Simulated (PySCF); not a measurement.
Two-component Hartree-Fock for Ne²⁺ (neon, charge +2)

Start: [He] 2s2 2p4; 2p1/2 filled at m_j = -1/2, +1/2; 2p3/2 filled at m_j = +1/2, +3/2. Calculated with PySCF 2.14 in x2c-TZVPPall-2c: generalised Hartree-Fock with the X2C-1e Hamiltonian and a Gaussian nucleus; one run each with spin-orbit coupling (SO) switched off, then screened by Boettger's factors.

```json
{"spinor shell": "1s1/2", "electrons": "2", "ε, spin-free (eV)": "-943.39", "ε, screened SO (eV)": "-943.37", "weight of nominal j (screened SO)": "1.000", "rms radius, screened SO (bohr)": "0.182"}
{"spinor shell": "2s1/2", "electrons": "2", "ε, spin-free (eV)": "-92.953", "ε, screened SO (eV)": "-92.948", "weight of nominal j (screened SO)": "1.000", "rms radius, screened SO (bohr)": "0.905"}
{"spinor shell": "2p3/2", "electrons": "2", "ε, spin-free (eV)": "-68.547", "ε, screened SO (eV)": "-70.387", "weight of nominal j (screened SO)": "0.831", "rms radius, screened SO (bohr)": "0.893"}
{"spinor shell": "2p1/2", "electrons": "2", "ε, spin-free (eV)": "-68.547", "ε, screened SO (eV)": "-66.718", "weight of nominal j (screened SO)": "0.672", "rms radius, screened SO (bohr)": "0.911"}
```

| quantity | spin-free | screened SO |
| --- | --- | --- |
| E (hartree) | -126.50956 | -126.51106 |
| M_J | 2 | 2 |
| ⟨J²⟩ | 6.004 | 6.005 |
| ⟨L²⟩ | 2.002 | 2.003 |
| ⟨S²⟩ | 2.003 | 2.002 |

Each row is a mean over spinors that exchange with the open shell spreads, by up to 12.782 eV (2s1/2).

Rows whose weight is well below 1 are mixtures of j = l ± 1/2: exchange outweighs spin-orbit coupling there, and the label is only the starting occupation.

Without spin-orbit coupling the j labels of p, d and f shells carry no meaning; the spin-free column gives the mean over the occupied spinors of each nl shell.
